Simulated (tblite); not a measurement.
Compound: C₅H₂NO (doublet state).
SMILES with atom numbers: `[CH:1]#[C:2][c:3]1[c:4][n:5][cH:6][o:7]1` (hydrogens: H8 on C1; H9 on C6)

Cartesian coordinates in Å at the GFN2-xTB level; atoms count from 1:
```
atom  x, y, z in Å
C1     2.7111    0.0714   -0.0877
C2     1.5173   -0.0601   -0.0639
C3     0.1264   -0.2082   -0.0367
C4    -0.6966   -1.2922   -0.1633
N5    -1.9717   -0.9238   -0.0665
C6    -1.9398    0.3605    0.1161
O7    -0.7057    0.8707    0.1465
H8     3.7542    0.1762   -0.1098
H9    -2.7816    1.0115    0.2402
```

The geometry is computed with GFN2-xTB (gas phase). This method treats the open shell by occupation alone, without spin polarisation.

Take the most abundant isotopes and a rigid rotor. 

Question: Give the principal moments of inertia and the rotational constants in MHz.

Answer: Ia = 45.84, Ib = 249.36, Ic = 295.20 u·Å²; 505379 MHz·u·Å²/I gives A = 11025, B = 2027, C = 1712 MHz.

Question: Classify the top.

Answer: A near-prolate asymmetric top: κ = (2 × 2027 − 11025 − 1712)/(11025 − 1712) = -0.93.

Question: What does the inertial defect say?

Answer: Planar: Δ = Ic − Ia − Ib = 0.00 u·Å². For a rigid frame Δ = −2 Σ m c², so it vanishes when all atoms lie in the ab plane; here none is more than 0.01 Å from it.

Question: Where do the levels up to J = 4 lie, in cm⁻¹?

Answer: Above 0(0,0):
J = 1: 1(0,1) 0.1247, 1(1,1) 0.4249, 1(1,0) 0.4354
J = 2: 2(0,2) 0.3739, 2(1,2) 0.6638, 2(1,1) 0.6953, 2(2,1) 1.5957, 2(2,0) 1.5960
J = 3: 3(0,3) 0.7469, 3(1,3) 1.0220, 3(1,2) 1.0850, 3(2,2) 1.9698, 3(2,1) 1.9712, 3(3,1) 3.4970, 3(3,0) 3.4970
J = 4: 4(0,4) 1.2431, 4(1,4) 1.4993, 4(1,3) 1.6043, 4(2,3) 2.4685, 4(2,2) 2.4725, 4(3,2) 3.9963, 4(3,1) 3.9964, 4(4,1) 6.1336, 4(4,0) 6.1336
Those of J = 1 are B + C, A + C and A + B.

Question: Estimate the classical rotational partition function at 10 K, 298.15 K and 500 K.

Answer: Point group Cs, symmetry number σ = 1; q = (√π/σ)·√((kT/h)³/(ABC)), k/h = 20836.6 MHz/K: 862 at 10 K, 140000 at 298.15 K, 305000 at 500 K.

For this open shell read J as N, the rotation without spin; fine and hyperfine splittings come on top. Its GFN2-xTB frequencies are all real (lowest 146 cm⁻¹). No vibrational averaging or centrifugal distortion is included, and the geometry carries the error of its method.
